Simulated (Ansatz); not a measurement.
`FC(F)(F)c1ccc(-c2ccc(-c3ccc(C(F)(F)F)s3)s2)s1`. Charge 0, multiplicity 1. Geometry PBE-D4/def2-SVP.

Cartesian coordinates in Å:
```
F 4.649 -0.563 5.678
C 4.731 -1.093 4.437
F 5.892 -0.666 3.881
F 4.836 -2.439 4.567
C 3.540 -0.699 3.620
C 2.481 0.101 4.011
C 1.522 0.281 2.980
C 1.853 -0.385 1.800
C 1.135 -0.431 0.547
C 1.493 -1.045 -0.655
C 0.535 -0.878 -1.681
C -0.575 -0.129 -1.287
C -1.726 0.239 -2.081
C -1.905 0.084 -3.457
C -3.161 0.558 -3.913
C -3.939 1.078 -2.893
C -5.317 1.652 -3.003
F -5.696 1.726 -4.299
F -6.237 0.900 -2.349
F -5.390 2.899 -2.475
S -3.136 0.977 -1.355
S -0.413 0.370 0.382
S 3.368 -1.245 1.978
H 2.412 0.542 5.014
H 0.611 0.885 3.087
H 2.431 -1.603 -0.779
H 0.638 -1.299 -2.689
H -1.136 -0.348 -4.111
H -3.497 0.533 -4.958
```

Single mean-field runs in def2-TZVP are fitted with def2-universal-jkfit.

**Question.** Estimate the orbital energies around the gap (eV) in Ansatz with PBE-D4/def2-SVP, PBE-D4/def2-TZVP, r2SCAN-D4/def2-TZVP, PBE0-D4/def2-SVP, PBE0-D4/def2-TZVP.

**Answer.** 
```csv
orbital,PBE-D4/def2-SVP,PBE-D4/def2-TZVP,r2SCAN-D4/def2-TZVP,PBE0-D4/def2-SVP,PBE0-D4/def2-TZVP
HOMO−5,-7.75,-7.82,-8.11,-9.09,-9.06
HOMO−4,-6.97,-7.05,-7.31,-8.16,-8.16
HOMO−3,-6.83,-6.90,-7.16,-8.02,-8.01
HOMO−2,-6.70,-6.77,-7.02,-7.88,-7.86
HOMO−1,-6.52,-6.59,-6.82,-7.70,-7.67
HOMO,-5.29,-5.36,-5.51,-6.21,-6.19
LUMO,-3.11,-3.24,-3.22,-2.60,-2.65
LUMO+1,-2.09,-2.25,-2.16,-1.38,-1.47
LUMO+2,-1.37,-1.74,-1.56,-0.45,-0.77
LUMO+3,-1.04,-1.26,-1.09,-0.16,-0.34
LUMO+4,-0.71,-1.09,-0.88,0.26,-0.07
LUMO+5,-0.45,-0.71,-0.50,0.51,0.28
```
